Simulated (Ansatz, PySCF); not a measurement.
This triplet is an excited state, 2.30 eV above the relaxed singlet at the level frozen-core CCSD(T)/cc-pVTZ // PBE0-D4/def2-SVP (Ansatz, a first-principles code).

Cartesian coordinates (Å):
```xyz
6

N     -0.8454     0.1168    -0.0508
C      0.3323    -0.5906     0.0419
O      1.5485    -0.1048    -0.2391
H     -1.4673     0.0163     0.7472
H     -1.3725     0.0001    -0.9188
H      1.8044     0.5622     0.4197
```
Charge 0, spin multiplicity 3.

What highest occupied spin orbital, total energy and dipole moment does PySCF 2.14.0 with PBE0-D4/def2-TZVP // PBE0-D4/def2-SVP give?


```json
{
 "highest_occupied_spin_orbital": "-5.12 eV",
 "total_energy": "-169.6319 Ha",
 "dipole_moment": "2.11 D"
}
```
